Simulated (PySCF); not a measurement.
The PySCF input:
```python
from pyscf import gto, scf

mol = gto.M(
    atom='''
Ge    0.00000000   -0.00000000    0.00000000
H    -0.59006963   -0.86482524   -1.04966053
H     0.55512279   -0.84636567    1.08323401
H    -1.04872747    0.88859607    0.55539157
H     1.08367430    0.82259483   -0.58896505
''',
    basis='def2-sv(p)',
    verbose=4,
    symmetry=True,
)

mf = scf.RHF(mol)
mf.kernel()
mf.analyze()
```

### Question
What does this run give for the total energy, HOMO energy, number of basis functions, nuclear repulsion energy?

### Answer

| Item | Value |
|---|---|
| total energy | -56528.9232 eV |
| HOMO energy | -13.07 eV |
| number of basis functions | 40 |
| nuclear repulsion energy | 47.0001 Eh |
